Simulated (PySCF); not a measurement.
CH3BO, SMILES [BH3-]C#[O+]. Atoms are numbered in the order given.

```xyz
6

B      0.0000     0.0000    -1.3356
H      1.0104     0.5834    -1.6430
H     -1.0104     0.5834    -1.6430
H      0.0000    -1.1667    -1.6430
C      0.0000     0.0000     0.1841
O      0.0000     0.0000     1.3128
```
Charge 0, spin multiplicity 1.

Geometry: B3LYP-D3(BJ)/def2-TZVP.

Level of theory: PBE/pcJ-1 run with PySCF.

Isotropic couplings with Fermi-contact, spin-dipole and both spin-orbit terms, one fixed conformer, no vibrational averaging. Isotopes: 11B, 13C, 1H.

Problem. Estimate the spin–spin coupling constants. (Estimate from the structure and the level; the computed values follow.)

Solution. 
```json
[
 {"pair": "B1–H2", "bonds apart": "1", "J (Hz)": "104.5"},
 {"pair": "B1–H3", "bonds apart": "1", "J (Hz)": "104.5"},
 {"pair": "B1–H4", "bonds apart": "1", "J (Hz)": "104.5"},
 {"pair": "B1–C5", "bonds apart": "1", "J (Hz)": "42.9"},
 {"pair": "H2–H3", "bonds apart": "2", "J (Hz)": "-22.1"},
 {"pair": "H2–H4", "bonds apart": "2", "J (Hz)": "-22.1"},
 {"pair": "H2–C5", "bonds apart": "2", "J (Hz)": "-7.3"},
 {"pair": "H3–H4", "bonds apart": "2", "J (Hz)": "-22.1"},
 {"pair": "H3–C5", "bonds apart": "2", "J (Hz)": "-7.3"},
 {"pair": "H4–C5", "bonds apart": "2", "J (Hz)": "-7.3"}
]
```
